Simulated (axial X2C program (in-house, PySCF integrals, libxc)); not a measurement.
## Low determinants of RbGa at the PBE0 level, 2c

All values were computed with an in-house all-electron X2C program for linear molecules (integrals from PySCF). Two-component (2c) means X2C with spin–orbit coupling and atomic mean-field two-electron Coulomb and Gaunt terms. Basis: Rb dyall-cv3z [12s13p8d4f1g], Ga dyall-cv3z [9s9p7d4f1g] (cores contracted in-house); Gaussian nuclei, density fitting, unrestricted open shells. Masses: Rb 84.912 u, Ga 68.926 u.

Search at 3.461 Å (vertical energies from the lowest determinant):

```tsv
ΔE (eV)	state	electrons beyond evenly filled partner blocks	electrons in ±ω = 1/2, 3/2, 5/2, 7/2
0.00	Ω = 2	ω = 1/2, ω = 3/2	45 19 4 0
0.12	Ω = 0	none	46 18 4 0
0.13	Ω = 1	2 × ω = 1/2	46 18 4 0
0.19	Ω = 1	ω = -1/2, ω = 3/2	45 19 4 0
1.11	Ω = 0	none	44 20 4 0
2.28	Ω = 3	2 × ω = 3/2	44 20 4 0
2.87	Ω = 3	ω = 1/2, ω = 5/2	45 18 5 0
```

Lowest determinant, Ω = 2 (⟨Sz⟩ = 1.00, ⟨Lz⟩ = 1.00 at PBE0): Re = 3.457 Å, ωe = 90.5 cm⁻¹.

The determinant in row 2 of the search, Ω = 0 (closed shell), was followed along the bond at PBE0; measured from the minimum of the lowest determinant it gives:

Te = 0.067 eV (537 cm⁻¹), Re = 3.761 Å, ωe = 84.9 cm⁻¹.

Question: Compare the bond of the determinant in row 2 with that of the lowest one.

Answer: At PBE0 its Re is 0.304 Å longer and its force constant, which goes as ωe², is 0.88 times that of the lowest determinant. T0 ≈ Te + Δωe/2 = 537 + (-3) = 534 cm⁻¹.

The search compares states at one distance, so a state with another bond length can lie lower; it is not exhaustive and yields mostly the lowest determinant of each block pattern, so other components and higher states of one pattern are missing. These are energies of single determinants, not of spin-adapted states; PBE0 term energies can be off by some tenths of an eV, and the functional has no current term. Open-shell Ω = 0 determinants with evenly filled partner blocks cannot be reached by this program, so the Ω shown need not be the lowest component. The lowest determinant need not be the ground state where others lie within half an eV.
